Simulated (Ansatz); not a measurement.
Program: Ansatz. Geometries: PBE0-D4/def2-TZVP. ΔE: electronic, gas phase. CCSD(T)/CBS is the MP2 limit (def2-TZVPP, def2-QZVPP) plus CCSD(T) − MP2 in def2-TZVPP, frozen cores. This one scheme is used for every species. Elements past krypton have def2 core potentials. For Te outer-core shells are correlated without core-valence functions, which leaves a few kJ/mol of doubt a bond. One conformer a species, not always the lowest.

Consider the formal hydrolysis of the Si–Te bond: `O[Si](O)(O)[TeH]` + H₂O → orthosilicic acid + H₂Te.

`O[Si](O)(O)[TeH]`:

Z-matrix (Å, degrees):
```
Si
O 1 1.636
O 1 1.629 2 114.7
O 1 1.631 2 107.0 3 117.5
Te 1 2.488 2 105.9 3 -119.1
H 2 0.959 1 117.2 3 59.7
H 3 0.960 1 116.1 2 94.8
H 4 0.958 1 117.8 2 56.5
H 5 1.656 1 91.5 2 165.7
```

H₂O:

```xyz
3

O    -0.106   -0.262   -0.268
H    -0.151   -0.352    0.686
H     0.257    0.614   -0.419
```

`O[Si](O)(O)O`:

Z-matrix (Å, degrees):
```
Si
O 1 1.631
O 1 1.631 2 106.4
O 1 1.631 2 106.4 3 -124.1
O 1 1.631 2 115.9 3 118.0
H 2 0.958 1 116.6 3 -36.8
H 3 0.958 1 116.6 2 160.8
H 4 0.958 1 116.6 2 36.8
H 5 0.958 1 116.6 2 81.2
```

H₂Te:

Z-matrix (Å, degrees):
```
Te
H 1 1.656
H 1 1.656 2 90.4
```

```json
{"species": "`O[Si](O)(O)[TeH]`", "CCSD(T)/CBS(def2) energy (Eh)": "-784.92086"}
{"species": "H₂O", "CCSD(T)/CBS(def2) energy (Eh)": "-76.37941"}
{"species": "`O[Si](O)(O)O`", "CCSD(T)/CBS(def2) energy (Eh)": "-592.41321"}
{"species": "H₂Te", "CCSD(T)/CBS(def2) energy (Eh)": "-268.91024"}
```

**Question.** Work out ΔE.

**Answer.** ΔE = (-592.41321) + (-268.91024) − (-784.92086) − (-76.37941) = -0.02318 Eh = -14.5 kcal/mol.

Largest T1 diagnostic among the species: 0.012.

In def2-TZVPP, CCSD(T) changes the Hartree–Fock value by +5.0 kcal/mol (the triples alone add +1.1 kcal/mol) and MP2 by +7.2 kcal/mol. From PBE to PBE0 (25 % exact exchange), in def2-TZVPP and without D4, ΔE moves by −1.4 kcal/mol. The D4 term adds +2.1 kcal/mol with B3LYP and +1.1 kcal/mol with PBE0; it sums over pairs of atoms, weighted by their polarisabilities, and B3LYP, whose exchange is more repulsive, gets the larger term.

B3LYP here is the variant with VWN-RPA as its local correlation; programs differ in this.
